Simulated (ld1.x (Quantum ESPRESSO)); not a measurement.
**Before and after: TM potential for Ge (Z = 32)**

germanium, norm-conserving Troullier–Martins (Kleinman–Bylander form), made with ld1.x (Quantum ESPRESSO) 7.5 (PBEsol, scalar-relativistic). Core [Ar] 3d10, reference 4s2 4p2. Waves: 4p (bound): rc 2.20 bohr; 4d channel at 0.35 Ry: rc 2.20 bohr; 4s (bound): rc 1.35 bohr. Local part: the s channel. Core correction: a·sin(br)/r model core inside 0.90 bohr.

Change: all radii but the core radius scaled by about 0.79 (s 1.08, p 1.74, d 1.74 bohr).

Cutoffs: the cutoffs (Ry, on a coarse ladder) from which the occupation-weighted sum of valence levels, in a spherical-Bessel basis at the reference potential, stays within 10 and 1 mRy of its value at 400 Ry; they do not see the model core or the augmentation charge, which bear on the density cutoff. Errors are all-electron minus pseudo energies relative to the spin-unpolarised reference configuration.

Q: What does the change do?

A: The potential gets harder (40 Ry and 90 Ry → 180 Ry and 300 Ry); the bound ghosts move from d to d, p; the s channel binds one level more than in the base; of the 7 tests that both files solve, the error grows in 1 and shrinks in 2 by more than 15 % and 0.3 meV (median size 13.5 → 21.8 meV). A smaller radius makes the pseudo-wave follow the all-electron one further in, where it bends more sharply, so more plane waves are needed.

| quantity | base | changed |
| --- | --- | --- |
| cutoff, loose | 40 Ry | 180 Ry |
| cutoff, tight | 90 Ry | 300 Ry |
| loose cutoff by channel (10 mRy a level) | p 10 Ry, s 35 Ry | p 6 Ry, s 140 Ry |
| bound ghosts | d | p, d |
| error for 4s2 4p1, meV [ΔE 7.45 eV] | -5.9 | -5.4 |
| error for 4s2 4p0, meV [ΔE 22.90 eV] | -45 | -33 |
| error for 4s1 4p0, meV [ΔE 57.69 eV] | -273 | -159 |
| error for 4s2 4p1.5, meV [ΔE 2.80 eV] | -1.2 | -1.2 |
| error for 4s1 4p2, meV [ΔE 16.18 eV] | -32 | -31 |
| error for 4s2 4p2.3, meV [ΔE -0.88 eV] | 0.0 | -0.1 |
| error for 4s1 4p3, meV [ΔE 7.98 eV] | -14 | -22 |

 A true bound ghost makes a file unfit for plane-wave use even where its test errors are small: the radial tests pick states by their node count and pass the ghost by.
